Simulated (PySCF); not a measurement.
A GIAO shielding run with PySCF 2.14 (density fitting, non-relativistic, gas phase) on `COC[Si@@H](C)O[SiH2]C`, C$_{4}$H$_{14}$O$_{2}$Si$_{2}$:

```
$ OMP_NUM_THREADS=1 python probes_run.py task.json out

{"job": {"kind": "nmr", "xc": "PBE0", "basis": "pcSseg-1"}, "charge": 0, "multiplicity": 1}
C      1.976134     1.346936     1.552193
O      1.071399     0.445367     0.976879
C      1.696737    -0.545924     0.182555
Si     0.287328    -1.531743    -0.654119
C     -0.780502    -2.363248     0.674106
O     -0.596249    -0.492995    -1.530555
Si    -1.270926     0.992825    -1.622429
C     -2.152414     1.411676     0.000408
H      1.392865     2.067226     2.124052
H      2.552883     1.875247     0.781666
H      2.679298     0.833447     2.221529
H      2.348374    -1.171288     0.807807
H      2.340430    -0.067203    -0.568133
H      0.831569    -2.454626    -1.654385
H     -0.275384    -3.216801     1.116243
H     -1.014440    -1.665550     1.473962
H     -1.718599    -2.714494     0.254769
H     -2.188845     0.836794    -2.752710
H     -0.202416     1.953571    -1.911728
H     -2.972336     0.724767     0.195380
H     -1.454956     1.337474     0.830559
H     -2.560361     2.417927    -0.009196
```

Hardware: 1 thread of an Intel Xeon, shared host. The job also computes population analyses, field gradients.

Question: How large is the calculation?

Answer: 82 electrons, 220 basis functions and 1188 auxiliary functions.

Question: How long does it take, and how much memory does it need?

Answer: 2.2 min of wall time, with 13 SCF cycles and 4 response iterations; peak memory 1.1 GiB. Times on a shared host scatter by some tens of per cent.
